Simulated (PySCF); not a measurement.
# How methods differ on the ionisation energy of Ag¹³⁺

Ag¹³⁺ [Ar] 3d10 4s2 4p4 (3P) → Ag¹⁴⁺ [Ar] 3d10 4s2 4p3 (4S), as a difference of total energies. All numbers are calculated (PySCF 2.14, no relativity, point nucleus, in an even-tempered Gaussian basis (19 s from 0.39 bohr⁻², ratio 2.5; 13 p from 0.51 bohr⁻², ratio 2.5; 9 d from 0.9 bohr⁻², ratio 2.5; 5 f from 4.9 bohr⁻², ratio 2.7; 5 g from 7.3 bohr⁻², ratio 2.7)). Correlated levels: outer shells: [Ne] frozen; virtual orbitals above 40 to 60 times the deepest correlated orbital energy dropped. The calculations carry no spin-orbit coupling.

```
                method  ionisation energy (eV)
                   UHF                  317.11
                   LDA                  319.48
                   PBE                  318.95
                  PBE0                  318.90
                r2SCAN                  318.96
    MP2 (outer shells)                  318.32
SCS-MP2 (outer shells)                  318.31
```

Task: How much does correlation contribute at MP2 (outer shells)?

Result: 318.32 − (317.11) = 1.21 eV, measured against UHF.

Spin-orbit coupling is strong in these open shells (close to jj coupling). The scalar numbers leave it out and a first-order estimate fails, so it can dominate the gap to the real levels.

All relativistic terms are absent from these numbers, so their closeness to the reference says little about the methods.

For comparison: 321 ± 3 eV (theoretical estimate listed by NIST; NIST Atomic Spectra Database, ionization energies).
